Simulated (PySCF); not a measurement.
## RuNCl₂ + 2 HCl → H₂RuN + 2 Cl₂

Level: PBE0 in the def2-TZVP basis family, computed in PySCF with density fitting; scalar-relativistic core potentials for atoms from Rb on, none lighter, no spin–orbit coupling; open shells unrestricted.

| species | state and structure | E (Eh) | ZPE (kJ/mol) | H(298 K) − H(0) (kJ/mol) | S° (J/(mol K)) |
| --- | --- | --- | --- | --- | --- |
| RuNCl₂ | doublet, C2v, Ru–Cl 2.213 Å (×2), Ru–N 1.564 Å; Cl–Ru–Cl 125.7°, Cl–Ru–N 117.1° (×2) | -1069.77594 | 14.9 | 16.7 | 333.3 |
| HCl | singlet, C∞v, H–Cl 1.279 Å | -460.66440 | 17.9 | 8.7 | 186.6 |
| H₂RuN | doublet, Cs, Ru–H 1.601 Å (×2), Ru–N 1.580 Å; H–Ru–H 97.2°, H–Ru–N 104.2° (×2) | -150.71190 | 42.0 | 11.3 | 264.6 |
| Cl₂ | singlet, D∞h, Cl–Cl 1.982 Å | -920.08940 | 3.5 | 9.1 | 222.5 |

Q: What is the electronic reaction energy?

A: At PBE0/def2-TZVP, ΔE = 562.0 kJ/mol from the differences of the total energies times 2625.5, uphill. 

Q: Add zero-point, thermal and entropy terms for 298.15 K and 1 bar.

A: ΔZPE = -1.7 and Δ[H(298) − H(0)] = -4.6 kJ/mol give ΔH° = 555.7 kJ/mol. ΔS° = 3.1 J/(mol K), so ΔG° = 555.7 − 298.15 × (0.0031) = 555 kJ/mol.

Open d or f shells are single determinants, so the state found may not be the ground state. Only the bonding shown was studied: isomers, or loss of a ligand pair, can lie lower.
